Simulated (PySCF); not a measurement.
Isomers of C5H6N2, mass 94.053 u with the commonest isotopes. Method used: PBE0/def2-SVPD in PySCF (dipole) on a GFN2-xTB geometry, gas phase. One conformer each, none proved a minimum here; rigid rotors.

**Question.** Order these by rotational constant B, smallest first.
A. `Cc1cncnc1` (5-methylpyrimidine)
B. 4-methylpyridazine (`Cc1ccnnc1`)
C. `[C@H]1(CN=CC1)C#N`

**Answer.** C (2074 MHz), B (2621 MHz), A (2681 MHz).

**Question.** Order these by dipole moment, largest first.
A. `Cc1cncnc1` (5-methylpyrimidine)
B. 4-methylpyridazine, `Cc1ccnnc1`
C. `N#C[C@H]1CC=NC1`

**Answer.** B (4.69 D), C (3.64 D), A (2.88 D).

```json
{"SMILES": "Cc1cncnc1", "point group": "Cs", "Ia (u·Å²)": "84.34", "Ib (u·Å²)": "188.52", "Ic (u·Å²)": "269.73", "κ": "-0.61", "μa (D)": "2.88", "μb (D)": "0.00", "μc (D)": "0.04"}
{"SMILES": "N#C[C@H]1CC=NC1", "point group": "C1", "Ia (u·Å²)": "80.26", "Ib (u·Å²)": "243.66", "Ic (u·Å²)": "286.03", "κ": "-0.86", "μa (D)": "2.53", "μb (D)": "1.54", "μc (D)": "2.12"}
{"SMILES": "Cc1ccnnc1", "point group": "–", "Ia (u·Å²)": "83.24", "Ib (u·Å²)": "192.82", "Ic (u·Å²)": "272.94", "κ": "-0.64", "μa (D)": "4.22", "μb (D)": "2.04", "μc (D)": "0.04"}
```
